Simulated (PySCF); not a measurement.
**Sn⁺: excitation energy**

Sn⁺ [Kr] 4d10 5s2 5p1 (2P) → Sn⁺ [Kr] 4d10 5s1 5p2 (4P), as a difference of total energies. Calculation: PySCF 2.14, in ANO-RCC-VTZP (7s6p4d2f1g, 68 functions); the spin-free X2C one-electron Hamiltonian (Gaussian nucleus). Correlated levels: valence: [Kr] 4d10 frozen; valence and next inner shell: [Ar] 3d10 frozen. The calculations carry no spin-orbit coupling.

| method | excitation energy (eV) |
| --- | --- |
| UHF | 4.236 |
| PBE | 6.169 |
| PBE0 | 5.795 |
| M06-L | 6.290 |
| PBEsol | 6.096 |
| BLYP | 6.520 |
| MP2 (valence) | 4.877 |
| SCS-MP2 (valence) | 5.112 |
| MP2 (valence and next inner shell) | 5.822 |
| SCS-MP2 (valence and next inner shell) | 5.905 |

Problem. Estimate what r2SCAN gives.

Solution. 5.600 eV, closest to PBE0 among the rows shown.

Problem. Estimate what LDA gives.

Solution. 6.406 eV, closest to BLYP among the rows shown.

Errors of the correlated levels include the incompleteness of this basis and the frozen core.

For comparison: 5.753 eV (measured; NIST levels, between the centres of gravity of the two terms).
